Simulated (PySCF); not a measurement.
Numbering as in the mapped SMILES `[CH2:1]=[CH:2][C:3]1([CH:4]=[CH2:5])[CH2:6][C@H:7]1[C:8](=[O:9])[F:10]` (H(Xn): hydrogen on atom n). Ha(C1), Ha(C5) are cis to C3; Ha(C6) is cis to C8 on the ring; Hb(C1), Hb(C5) are trans to C3; Hb(C6) is trans to C8 on the ring.

One computed conformer, gas phase, relativity neglected. Shielding tensors at PBE0/pcSseg-1 (GIAO); GFN2-xTB geometry; PySCF 2.14.

Referencing at the same level of theory: 13C (186.93 ppm) vs TMS.

Problem. Do the 13C shifts follow the atomic charges (in e)? Tabulate both.

Solution. 
| atoms | hybridisation | δ (ppm) | σ para (ppm) | Hirshfeld | IAO | Mulliken | ESP-fitted |
| --- | --- | --- | --- | --- | --- | --- | --- |
| C8 | sp2 | 172.6 | -236 | +0.24 | +0.61 | +0.64 | +0.72 |
| C4 | sp2 | 146.8 | -213 | -0.03 | -0.14 | -0.15 | -0.20 |
| C2 | sp2 | 145.5 | -210 | -0.05 | -0.14 | -0.07 | -0.21 |
| C5 | sp2 | 127.1 | -196 | -0.09 | -0.31 | -0.11 | -0.34 |
| C1 | sp2 | 125.6 | -195 | -0.10 | -0.32 | -0.10 | -0.42 |
| C3 | sp3 | 43.9 | -110 | +0.02 | +0.03 | -0.40 | +0.31 |
| C6 | sp3 | 27.3 | -95 | -0.07 | -0.27 | -0.01 | -0.44 |
| C7 | sp3 | 26.3 | -95 | -0.05 | -0.21 | -0.30 | -0.20 |

Correlation coefficients of δ with charge over these carbons: Hirshfeld +0.37, IAO +0.39, Mulliken +0.59, ESP-fitted +0.26; with the paramagnetic shielding -1.00. Among the 5 sp2 carbons alone: Hirshfeld +0.94, IAO +0.95, Mulliken +0.84, ESP-fitted +0.94. With so few points, grouped by hybridisation, these coefficients are fragile. Charge is one influence among several: hybridisation and low-lying excitations act through the paramagnetic term.

Shifts are as computed. Against solution values, carbons near 30 ppm lie about +3 ppm off and those near 130 ppm about +5 ppm. Of 1211 compounds with measured shifts, 218 miss one by over three times the rms of a fit or turn the order of signals round; such compounds aren't used in these exercises.
